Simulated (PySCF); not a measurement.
V²⁺ (vanadium, charge +2) across methods

[Ar] 3d2 4p1, one real determinant (an excited configuration). Calculation: PySCF 2.14, in x2c-QZVPPall with one added diffuse shell each of s, p, d, f, g type (12s8p6d4f3g, 121 functions); the spin-free X2C one-electron Hamiltonian (Gaussian nucleus). The B2PLYP total includes its PT2 part (frozen core); its orbital energies are those of the SCF part.

```csv
method,E (hartree),mean ε 3p β (eV),mean ε 3d α (eV),mean ε 4p α (eV),Σ⟨r²⟩ (bohr²),⟨S²⟩
LDA,-945.776,-66.560,-29.106,-16.082,24.00,3.750
r2SCAN,-947.979,-67.386,-29.771,-16.077,24.14,3.751
LC-wPBE,-947.838,-72.045,-34.328,-18.690,24.15,3.751
PBE,-947.777,-66.489,-29.159,-16.063,24.11,3.750
BLYP,-948.058,-66.291,-29.092,-15.906,24.06,3.750
UHF,-947.07410,-76.557,-38.129,-18.036,24.83,3.753
PBE0,-947.815,-69.367,-31.565,-16.669,24.21,3.751
```

Question: Estimate the same row for B2PLYP.

Answer: E (hartree) = -947.773; mean ε 3p β (eV) = -72.038; mean ε 3d α (eV) = -34.019; mean ε 4p α (eV) = -17.116; Σ⟨r²⟩ (bohr²) = 24.38; ⟨S²⟩ = 3.751.

⟨L²⟩ = 13.89 against 20 for a pure G term, so this real determinant mixes terms.
